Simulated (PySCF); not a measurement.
Where the electron goes

Compound: heptacarbon, C7 (singlet state).
Cartesian coordinates in Å at the PBE0-D3(BJ)/def2-SVP level; atoms count from 1:
```
atom  x, y, z in Å
C1     3.565   -0.063   -1.380
C2     2.375   -0.043   -0.878
C3     1.184   -0.023   -0.375
C4     0.005   -0.002    0.123
C5    -1.174    0.015    0.619
C6    -2.365    0.032    1.121
C7    -3.557    0.049    1.620
```

Method used: PySCF 2.14.0, density-fitted response routines, TDDFT CAM-B3LYP/def2-SVPD, vertical, gas phase, core orbitals frozen in the response.

Frontier orbitals with the atoms that hold most of them (Löwdin shares over 4%, at most four atoms):

```tsv
orbital	ε (eV)	atoms
HOMO-3	-10.80	C1 46%, C7 37%, C2 9%, C6 8%
HOMO-2	-10.79	C7 46%, C1 36%, C6 9%, C2 8%
HOMO-1	-9.59	C6 18%, C2 18%, C4 17%, C7 15%
HOMO	-9.59	C6 18%, C2 18%, C4 17%, C7 15%
LUMO	-4.24	C1 19%, C7 19%, C3 17%, C5 17%
LUMO+1	-4.24	C1 19%, C7 19%, C3 17%, C5 17%
LUMO+2	-0.35	C7 22%, C1 22%, C4 16%, C6 12%
```

Within 0.005 eV of a neighbour in this list lie HOMO-1/HOMO and LUMO/LUMO+1 (point group found: D∞h).

Q: The HOMO–LUMO gap is 5.36 eV. Where does the response calculation put the lowest singlet, and from which orbitals?

A: S1 is at 1.59 eV (f = 0.0000), 3.76 eV below the gap, made of HOMO-1/HOMO→LUMO/LUMO+1 (≥77%). 

Next come S2 at 1.80 eV (f 0.0000), HOMO-1/HOMO→LUMO/LUMO+1 (≥86%); S3 at 1.80 eV (f 0.0000), HOMO-1/HOMO→LUMO/LUMO+1 (≥86%); S4 at 3.53 eV (f 0.017), HOMO-3/HOMO-2→LUMO/LUMO+1 (≥94%); S5 at 3.53 eV (f 0.017), HOMO-3/HOMO-2→LUMO/LUMO+1 (≥94%).

Orbitals of the list HOMO-3 to LUMO+2 that lie within 0.01 eV of each other are written together with a slash and their weights summed (≥ marks a lower bound); for degenerate orbitals outside that list single weights are arbitrary.

Time: 26 s wall; peak memory 0.71 GiB. Hardware: Arm Neoverse V2, one thread (shared host).
